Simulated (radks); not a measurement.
The nitrogen anion N2-, [He] 2s2 2p5, held by a Watson sphere: a shell of charge +2 at radius R that stands for the Madelung well of a crystal (potential energy -2/R inside, -2/r outside, in hartree with lengths in bohr). All-electron calculation, non-relativistic Kohn-Sham, LDA (Slater exchange, Perdew-Wang correlation), spin-unpolarised, spherical densities, point nucleus. Program: a radial shooting solver on a logarithmic mesh with Libxc functionals. Response by self-consistent Sternheimer equations with the Hartree and adiabatic LDA kernel. The sphere does not respond.

| R (bohr) | e(1s) (eV) | e(2s) (eV) | e(2p) (eV) | <r> 2p (bohr) | sum of <r^2> (bohr^2) | X-ray form factor at sin(theta)/lambda = 0.2 1/angstrom | alpha (bohr^3) |
|---|---|---|---|---|---|---|---|
| 1.62 | -375.59 | -19.693 | -8.372 | 1.566 | 20.55 | 5.259 | 12.31 |
| 2.01 | -375.94 | -18.047 | -7.179 | 1.690 | 23.76 | 4.998 | 17.83 |
| 2.8 | -375.89 | -15.589 | -5.213 | 1.914 | 30.27 | 4.697 | 37.06 |
| 3.55 | -375.47 | -14.160 | -3.906 | 2.105 | 36.82 | 4.586 | 71.91 |
| 3.77 | -375.34 | -13.857 | -3.607 | 2.158 | 38.87 | 4.572 | 86.71 |
| 3.81 | -375.32 | -13.807 | -3.556 | 2.168 | 39.25 | 4.570 | 89.68 |
| 3.89 | -375.27 | -13.709 | -3.458 | 2.187 | 40.01 | 4.566 | 95.90 |
| 3.92 | -375.26 | -13.674 | -3.422 | 2.194 | 40.30 | 4.565 | 98.33 |
